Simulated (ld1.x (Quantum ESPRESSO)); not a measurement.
Building the PAW potential for oxygen (LDA (PZ), scalar-relativistic).

Input for ld1.x (Quantum ESPRESSO) 7.5:

```
&input
   title='O', zed=8., rel=1, dft='PZ', iswitch=3,
   config='[He] 2s2 2p3.5',
   nld=2, rlderiv=2.00, eminld=-4.0, emaxld=5.0, deld=0.02
 /
 &inputp
   pseudotype=3, lpaw=.true., tm=.true., lloc=-1, rcloc=1.45,
   nlcc=.true., new_core_ps=.true., rcore=0.35,
   which_augfun='PSQ', rmatch_augfun_nc=.true.,
   file_pseudopw='O.UPF', file_wfcaegen='ae.wfc', file_wfcncgen='nc.wfc', file_beta='beta', file_chi='chi', file_wfcusgen='us.wfc'
 /
4
2S  1  0   2.00   0.00  0.60  0.75  0.0
2S  1  0   0.00  -1.05  0.60  0.75  0.0
2P  2  1   3.50   0.00  1.50  1.85  0.0
2P  2  1   0.00   3.20  1.50  1.85  0.0
 &test
   configts(1)='2s2 2p3.5'
 /
```

Command:

```bash
ld1.x < O.in > O.out
```

Output (shortened: banner, matrices, multipoles, cross overlaps and the repeated all-electron block are left out):

```
Program LD1 v.7.5
     --------------------------- All-electron run ----------------------------

     O
     scalar relativistic calculation

     atomic number is  8.00
     dft =PZ   lsd =0 sic =0 latt =0  beta=0.20 tr2=1.0E-14
     Exchange-correlation= PZ
                           (   1   1   0   0   0   0   0)
     mesh =1095 r(mesh) =  99.04343 a.u. xmin = -7.00 dx = 0.01250
     1 Ry =  13.60569312 eV, c = 137.03599908

     n l     nl                  e(Ry)          e(Ha)          e(eV)
     1 0     1S 1( 2.00)       -38.1905       -19.0952      -519.6080
     2 0     2S 1( 2.00)        -2.2899        -1.1450       -31.1557
     2 1     2P 1( 3.50)        -1.2076        -0.6038       -16.4307

     final scf error:  1.5E-15 reached in  15 iterations

     Etot =    -148.581903 Ry,     -74.290952 Ha,   -2021.559778 eV

     Ekin =     148.105103 Ry,      74.052551 Ha,    2015.072579 eV
     Encl =    -349.771550 Ry,    -174.885775 Ha,   -4758.884374 eV
     Eh   =      68.208079 Ry,      34.104040 Ha,     928.018195 eV
     Exc  =     -15.123535 Ry,      -7.561768 Ha,    -205.766179 eV

     normalization and overlap integrals

     s(1S/1S) =  1.000000  <r> =   0.2007  <r2> =    0.0544  r(max) =   0.1298
     s(2S/2S) =  1.000000  <r> =   1.1197  <r2> =    1.5172  r(max) =   0.8677
     s(2P/2P) =  1.000000  <r> =   1.1780  <r2> =    1.8041  r(max) =   0.7950

     ------------------------ End of All-electron run ------------------------

     --------------------- Generating PAW atomic setup --------------------

      Generating local potential from pseudized AE potential:
      Matching radius rcloc =   1.4500

      Local pseudo, rcloc= 1.449 Estimated cut-off energy=    11.36 Ry

      Computing core charge for nlcc:

       r > 0.35 : true rho core
      Core charge pseudized with two Bessel functions
      Integrated core pseudo-charge :   1.31
      Wfc-us  2S rcutus= 0.756  Estimated cut-off energy=    75.23 Ry
      Wfc-us  2S rcutus= 0.756  Estimated cut-off energy=    77.07 Ry
      Wfc-us  2P rcutus= 1.860  Estimated cut-off energy=    23.37 Ry
      Wfc-us  2P rcutus= 1.860  Estimated cut-off energy=    21.56 Ry

     Required augmentation: PSQ   radius:    1.850000

     Q pseudized with Bessel functions
     Expected ecutrho=     483.1029 due to l1=  0   l2=  1

     Estimated PAW energy =  -39.695733 Ryd

     ------------------- End of pseudopotential generation -------------------

     Computing logarithmic derivative in   1.99238
     Computing logarithmic derivative in   1.99238
     Computing the partial wave expansion
     R is outside the sphere for l=    0 j= 0.00
     R is outside the sphere for l=    0 j= 0.00
     R is outside the sphere for l=    1 j= 0.00
     R is outside the sphere for l=    1 j= 0.00

     ---------------------- Testing the pseudopotential ----------------------

     O
     scalar relativistic calculation

     atomic number is  8.00   valence charge is  6.00
     dft = SLA  PZ   NOGX NOGC   lsd =0 sic =0 latt =0  beta=0.20 tr2=1.0E-14
     mesh =1095 r(mesh) =  99.04343 xmin = -7.00 dx = 0.01250

     n l     nl             e AE (Ry)        e PS (Ry)    De AE-PS (Ry)
     1 0     2S   1( 2.00)       -2.28990       -2.28990        0.00000
     2 1     2P   1( 3.50)       -1.20764       -1.20764        0.00000

     eps = 2.5E-15  iter =  3

     Etot =    -148.581903 Ry,     -74.290952 Ha,   -2021.559778 eV
     Etotps =   -39.695740 Ry,     -19.847870 Ha,    -540.088062 eV

     Ekin =      32.794286 Ry,      16.397143 Ha,     446.188995 eV
     Encl =     -81.466550 Ry,     -40.733275 Ha,   -1108.408885 eV
     Ehrt =      24.100057 Ry,      12.050029 Ha,     327.897987 eV
     Ecxc =     -15.123534 Ry,      -7.561767 Ha,    -205.766158 eV
     (Ecc =      -3.830541 Ry,      -1.915270 Ha,     -52.117160 eV)

     ---------------------- End of pseudopotential test ----------------------
```

Generation and configuration tests took about 1.3 s on one core of a shared server CPU.
